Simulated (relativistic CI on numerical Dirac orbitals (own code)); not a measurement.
One change at a time: Pd40+

Base calculation: Dirac-Coulomb-Breit CI, KLI orbitals optimised for each configuration, model QED, unscaled Slater integrals.

Configurations in the expansion (outside the closed core 1s2): 2s2 2p2, 2s 2p3, 2p4, 2p3 3s, 2p3 3p, 2p3 3d, 2s2 2p 3s, 2s2 2p 3p, 2s2 2p 3d, 2s 2p2 3s, 2s 2p2 3p, 2s 2p2 3d, 2s2 2p 4s, 2s2 2p 4p, 2s2 2p 4d, 2s2 2p 4f. Levels of other configurations are missing.

Variants: (1) valence Slater integrals scaled by 0.9; (2) configuration mixing switched off; (3) one mean potential for all configurations. Shifts of the energy above 2s2 2p2 3P_0, in eV, for the lowest level and the first level of each name with at least 55 % of one term (blank where a level changes its place among those of its configuration and J or its character, or is not in the variant):

```tsv
Level	Base	Δ(1)	Δ(2)	Δ(3)
2s2 2p2 3P_0	0.00	0.00	0.00	0.00
2s2 2p2 3P_1	158.65	+1.42	-1.35	+0.04
2s2 2p2 1D_2	172.44	-0.06	-1.34	+0.04
2s2 2p2 3P_2	340.87	+0.79	+0.46	+0.08
2s2 2p2 1S_0	373.62	-2.03	+4.47	+0.07
2s 2p3 3D°_3	484.41	+1.67	-3.44	+0.12
2s 2p3 3P°_0	514.03	-0.91	-3.70	+0.11
2s 2p3 1D°_2	535.64	-3.09	-3.10	+0.12
2p4 3P_2	698.14	-0.33	-7.12	+0.28
2p4 1S_0	734.57	-3.80	-10.33	+0.29
2p4 3P_1	864.20	+0.68	-5.40	+0.24
2p4 1D_2	879.36	-1.06	-5.18	+0.25
2p4 3P_0	1064.61	-2.40	-8.00	+0.21
2s2 2p 3s 3P°_0	3506.72	+1.08	+2.58	+0.54
```

At this charge energies of transitions that change n are usually good to better than 1 %, and those within a shell (Δn = 0) to a few per cent.

Ionisation energy from the two ground configurations alone: base 6251.62 eV. The NIST ASD value (semi-empirical) is 6242 eV.

LS names give the leading component of a level, which can be under half, so a name can repeat, a term be missing and a line seem to break the LS rules.
